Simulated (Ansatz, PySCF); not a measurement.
Caution: the highest occupied level lies above zero, so the state may not be bound. This triplet is an excited state, 0.58 eV above the relaxed singlet at the level frozen-core CCSD(T)/aug-cc-pVDZ // PBE0-D3(BJ)/def2-TZVPD (Ansatz, an electronic-structure program).

## H4AlBN, SMILES `N[B-][AlH2]` (excited triplet) (charge -1, multiplicity 3)

Method: PySCF with PBE0-D3(BJ)/def2-TZVPD.

```yaml
highest_occupied_spin_orbital: 1.00 eV
total_energy: -324.2186 Ha
cost: about 70 core-seconds (a rough figure)
```

```xyz
7

N     -1.6891    -0.2099     0.0891
B     -0.3266    -0.5244     0.3148
Al     1.5847     0.1336    -0.0166
H     -1.9952     0.6113    -0.4156
H     -2.4543    -0.7573     0.4438
H      2.0011     1.4690    -0.8709
H      2.8794    -0.7223     0.4555
```
Charge -1, spin multiplicity 3.
